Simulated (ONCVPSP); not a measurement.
## Pseudopotential generation for germanium: ONCV, PBEsol, fully relativistic.

```
Element                 : germanium (Ge)
Generator               : ONCVPSP 4.0.1
Type                    : optimised norm-conserving Vanderbilt (ONCV)
Functional              : PBEsol
Relativity              : fully relativistic
Frozen core             : [Ne]
Valence charge          : 22
Reference configuration : 3s2 3p6 3d10 4s2 4p2
Partial waves           : 3s+4s: rc 0.90 bohr, ncon 4, nbas 7, qcut 15 1/bohr, 2 projectors; 3p+4p: rc 1.05 bohr, ncon 4, nbas 9, qcut 11.5 1/bohr, 2 projectors; 3d: rc 0.90 bohr, ncon 4, nbas 8, qcut 16.7 1/bohr, local
Local potential         : the d channel
Core correction         : none
```

Open shells are filled in proportion to 2j + 1.

All-electron outer shells of the reference configuration (PBEsol, scalar-relativistic, ld1.x):

```
shell  level (eV)  outermost node (bohr)  outermost maximum (bohr)
   2s    -1370.64                   0.06                      0.18
   2p    -1198.08                      –                      0.14
   3s     -168.12                   0.26                      0.54
   3p     -115.43                   0.23                      0.54
   3d      -29.31                      –                      0.50
   4s      -11.74                   0.77                      1.75
   4p       -3.90                   0.82                      2.22
```

Calculated quality:

```
Cutoffs needed           : 117 Ha and 130 Ha (the cutoffs (Ha) at which the residual kinetic energy of the hardest occupied pseudo-wave falls to 1 and 0.1 mHa per electron)
Ghost test               : ghosts flagged at negative energy: s at -191.2 eV; no localised positive-energy state flagged; a true bound ghost makes a file unfit for plane-wave use
Largest excitation error : -107 meV (all-electron minus pseudo) for 3s1 3p6 3d10 4s2 4p2, out of 4 test configurations
```

Note: ghosts flagged at negative energy: s at -191.2 eV; no localised positive-energy state flagged. A true bound ghost makes a file unfit for plane-wave use. The potential misses its own reference levels by up to 0.4 eV.

Generation and tests took about 8.9 s on one core of a shared server CPU.
